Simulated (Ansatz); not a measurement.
Program: Ansatz. Geometries: PBE0-D4/def2-TZVP. ΔE: electronic, gas phase. CCSD(T)/CBS adds triple-zeta CCSD(T) − MP2 to the extrapolated MP2 energy (def2 sets, frozen cores). Functionals use def2-TZVPP. B3LYP here is the variant with VWN-RPA as its local correlation; programs differ in this. Each species was taken in one conformer, which may not be the lowest.

Reaction (isomerisation): `[AlH2][CH2][SiH2][SiH3]` → `[SiH3][CH2][AlH][SiH3]`

`[AlH2][CH2][SiH2][SiH3]`:

```xyz
13

Al    0.271    0.632   -1.633
C    -1.334    0.539   -0.478
Si   -0.697    0.279    1.250
Si    1.128   -1.125    0.808
H     0.363   -0.250   -2.951
H     1.286    1.828   -1.371
H    -1.959   -0.306   -0.782
H    -1.939    1.449   -0.541
H    -1.631   -0.332    2.237
H    -0.162    1.540    1.832
H     0.793   -2.568    0.676
H     1.490   -0.718   -0.621
H     2.390   -0.969    1.575
```

`[SiH3][CH2][AlH][SiH3]`:

```xyz
13

Si   -0.284   -2.519   -0.449
C    -0.491   -0.855    0.362
Al    0.497    0.604   -0.491
Si    0.359    2.857    0.484
H    -1.050   -3.600    0.234
H    -0.746   -2.458   -1.864
H     1.152   -2.911   -0.452
H    -1.554   -0.580    0.383
H    -0.181   -0.909    1.414
H     1.365    0.314   -1.792
H     1.145    3.886   -0.253
H     0.847    2.849    1.895
H    -1.059    3.324    0.529
```

| level | ΔE (kcal/mol) | difference from CCSD(T)/CBS |
| --- | --- | --- |
| r2SCAN-D4 | 1.7 | 1.2 |
| PBE0-D4 | 1.7 | 1.2 |
| B3LYP-D4 | 0.5 | 0.0 |
| ωB97X-V | 0.8 | 0.3 |
| ωB97M-V | 1.6 | 1.1 |
| PBE | 0.8 | 0.3 |
| r2SCAN | 1.4 | 0.9 |
| PBE0 | 0.6 | 0.1 |
| B3LYP | -1.8 | -2.3 |
| HF/def2-TZVPP | -4.4 | -4.9 |
| MP2/def2-TZVPP | 0.5 | 0.0 |
| SCS-MP2/def2-TZVPP | -0.5 | -1.0 |
| CCSD/def2-TZVPP | -0.8 | -1.3 |
| HF/def2-QZVPP | -4.4 | -4.9 |
| MP2/def2-QZVPP | 0.8 | 0.3 |
| MP2/CBS(def2) | 1.1 | 0.6 |
| CCSD(T)/CBS | 0.5 | 0 |

Largest T1 diagnostic among the species: 0.012.

The D4 term adds +2.2 kcal/mol with B3LYP and +1.2 kcal/mol with PBE0; it sums over pairs of atoms, weighted by their polarisabilities, and B3LYP, whose exchange is more repulsive, gets the larger term. In def2-TZVPP, CCSD(T) changes the Hartree–Fock value by +4.4 kcal/mol (the triples alone add +0.8 kcal/mol) and MP2 by +4.9 kcal/mol.

CCSD(T)/CBS has its own doubt, a few kJ/mol and more with outer-core shells, so smaller differences from it don't rank the levels.
